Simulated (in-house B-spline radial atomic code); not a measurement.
A fraction x of an electron is removed from 3p in K III (K2+), starting from [Ne] 3s2 3p5 and keeping the highest spin. Method: scalar-relativistic (X2C) LC-wPBE, spin-polarised, spherical fractional occupations, Fermi nucleus of rms radius 3.4349 fm. Calculated with a B-spline radial code for spherical atoms.

Caution: exact exchange at fractional occupations of open shells leaves self-interaction of up to several eV.

| x | E(x) - E(0) (eV) | 3p down level (eV) |
| --- | --- | --- |
| 0 | 0.0000 | -40.411 |
| 0.07 | 2.8557 | -41.177 |
| 0.24 | 10.0148 | -43.053 |
| 0.28 | 11.7458 | -43.497 |
| 0.41 | 17.4948 | -44.949 |
| 0.5 | 21.5857 | -45.961 |
| 0.59 | 25.7679 | -46.977 |
| 0.74 | 32.9426 | -48.683 |
| 0.84 | 37.8679 | -49.827 |
| 0.99 | 45.4712 | -51.552 |
| 1 | 45.9873 | -51.668 |

The exact functional would give a straight line between the two integer points. Deviations E(x) - E(0) - x[E(1) - E(0)], in eV: -0.363 at x = 0.07, -1.022 at x = 0.24, -1.131 at x = 0.28, -1.36 at x = 0.41, -1.408 at x = 0.5, -1.365 at x = 0.59, -1.088 at x = 0.74, -0.761 at x = 0.84, -0.056 at x = 0.99.

The curve lies below the straight line by up to 1.408 eV (at x = 0.5): convex, the delocalisation error, to which spherically averaged exact exchange adds.

Problem. How well does Slater's transition state (minus the level at half occupation) give the ionisation energy?

Solution. It gives 45.961 eV against 45.987 eV from the two total energies; NIST lists 45.80 eV, ground level to ground level. The end point has an open shell averaged over its orbitals, so its exact exchange keeps a self-interaction and this is no true integer point.
